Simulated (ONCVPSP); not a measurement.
**Before and after: ONCV potential for O (Z = 8)**

oxygen (O), optimised norm-conserving Vanderbilt (ONCV), made with ONCVPSP 4.0.1 (PBEsol, scalar-relativistic). Core [He], reference 2s2 2p2 (charge +2). Waves: 2s: rc 0.85 bohr, ncon 4, nbas 7, qcut 8.7 1/bohr, 1 projector; 2p: rc 0.95 bohr, ncon 4, nbas 7, qcut 9.8 1/bohr, 2 projectors, debl 2.8 Ha; d scattering state at 0.11 Ha: rc 0.85 bohr, ncon 3, nbas 6, qcut 10.4 1/bohr, local. Local part: the d channel. Core correction: Teter function, fcfact 4.75, rcfact 1.45.

Change: core correction Teter function, fcfact 4.75, rcfact 1.18.

Cutoffs: the cutoffs (Ha) at which the residual kinetic energy of the hardest occupied pseudo-wave falls to 1 and 0.1 mHa per electron; they do not see the model core or the augmentation charge, which bear on the density cutoff. Errors are all-electron minus pseudo energies relative to the spin-unpolarised reference configuration.

**Question.** Predict the effect on cutoff, ghosts and configuration errors.

**Answer.** The potential gets neither clearly harder nor softer (55 Ha and 152 Ha → 55 Ha and 152 Ha); of the 4 tests that both files solve, the error grows in 4 and shrinks in 0 by more than 15 % and 0.3 meV (median size 36.2 → 45.6 meV); neither file shows a bound ghost. That the errors move this way runs against the usual rule that smaller radii transfer better. A model core, the more so a compact one, raises the density cutoff, which this test does not measure.

| quantity | base | changed |
| --- | --- | --- |
| cutoff, loose | 55 Ha | 55 Ha |
| cutoff, tight | 152 Ha | 152 Ha |
| bound ghosts | none | none |
| GHOST(+) flags under 300 eV | none | none |
| error for 2s2 2p4, meV [ΔE -49.84 eV] | +41 | +51 |
| error for 2s2 2p3, meV [ΔE -33.48 eV] | +19 | +24 |
| error for 2s2 2p1, meV [ΔE 53.71 eV] | +45 | +63 |
| error for 2s2 2p3.5, meV [ΔE -43.58 eV] | +31 | +40 |
| s: phases at 0.86 bohr within 0.05 rad from the reference energy up to (Ha; the scan ends near 5) | to the end of the scan | to the end of the scan |
| p: phases at 0.96 bohr within 0.05 rad from the reference energy up to (Ha; the scan ends near 5) | to the end of the scan | to the end of the scan |
| d: phases at 0.86 bohr within 0.05 rad from the reference energy up to (Ha; the scan ends near 5) | to the end of the scan | to the end of the scan |
| rms error of d²Exc/dni dnj with the model core, mHa | 1.58 | 3.50 |
